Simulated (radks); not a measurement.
Species: Mn II. Configuration: [Ar] 3d5 4s1.

All-electron calculation, non-relativistic Kohn-Sham, LDA (Slater exchange, Perdew-Wang correlation), spin-unpolarised, spherical densities, point nucleus. Program: a radial shooting solver on a logarithmic mesh with Libxc functionals.

Energy parts (hartree):
part                       energy
total                 -1148.12623
kinetic                1146.69301
electron-nucleus      -2723.33329
Hartree                 477.70605
exchange-correlation    -49.19200

Orbitals (lengths in bohr, moments of r in powers of bohr; <r^-3> diverges for s and p1/2):
orbital	occ.	eigenvalue (hartree)	<r^-3>	<r^4>	<1/r>
1s	2	-234.0029	-	0.00006639	24.48
2s	2	-27.16610	-	0.01561	5.209
2p	6	-23.36634	403.8	0.01173	5.166
3s	2	-3.38002	-	1.202	1.639
3p	6	-2.29505	49.74	1.681	1.515
3d	5	-0.56638	4.163	8.998	1.148
4s	1	-0.44156	-	128.9	0.4630

The highest occupied level is 4s at -12.016 eV. Summed over all electrons, <r^2> = 26.42 bohr^2, which gives a Langevin (diamagnetic) susceptibility term of -20.9 x 10^-6 cm^3/mol. For comparison, the ionisation energy in NIST's Atomic Spectra Database is 15.640 eV (measured). In exact Kohn-Sham theory the highest level is minus the ionisation energy, but local and semilocal functionals leave it too shallow, through self-interaction and a potential that decays too fast; potentials with the right tail come closer.

Beside tabulated values, note that spin-unpolarised runs miss the spin-polarisation part of the exchange energy of open shells.
